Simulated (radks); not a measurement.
The numbers below are computed, except where a source is named.
Valence configurations of Bi. Level of theory: scalar-relativistic Kohn-Sham, LDA (Slater exchange, Perdew-Wang correlation), spin-unpolarised, spherical densities, finite nucleus; Fermi nuclear charge, rms radius 5.5211 fm (a radial shooting solver on a logarithmic mesh with Libxc functionals). Energies are relative to [Hg] 6p3; eigenvalues in eV.

valence                     E (eV)    e(4f)    e(5d)   e(6p)    e(6s)
[Hg] 6p3                     0.000  -152.97  -27.196  -4.770  -14.742
[Xe] 4f13.5 5d10 6s2 6p3.5  76.454  -162.90  -30.282  -5.287  -15.816
[Xe] 4f13.5 5d9.5 6s2 6p4   89.385  -166.01  -32.523  -5.778  -16.777
[Xe] 4f14 5d9.5 6s2 6p3.5   11.640  -156.02  -29.420  -5.270  -15.722
[Xe] 4f14 5d10 6s1 6p4      10.163  -154.73  -28.804  -5.425  -15.777
[Xe] 4f13 5d10 6s2 6p4      157.66  -173.00  -33.418  -5.797  -16.877
[Xe] 4f14 5d8.5 6s2 6p4.5   37.500  -162.17  -33.822  -6.236  -17.605
[Xe] 4f13.5 5d10 6s1.5 6p4  81.765  -163.78  -31.076  -5.609  -16.323
[Xe] 4f14 5d10 6s1.5 6p3.5   5.034  -153.86  -28.013  -5.104  -15.270
[Xe] 4f14 5d9 6s2 6p4       24.141  -159.09  -31.627  -5.757  -16.675

NIST lists [Hg] 6p3 as the ground configuration; this level of theory agrees among the configurations tried. The energies are those of spherical spin-averaged densities, not of single terms.
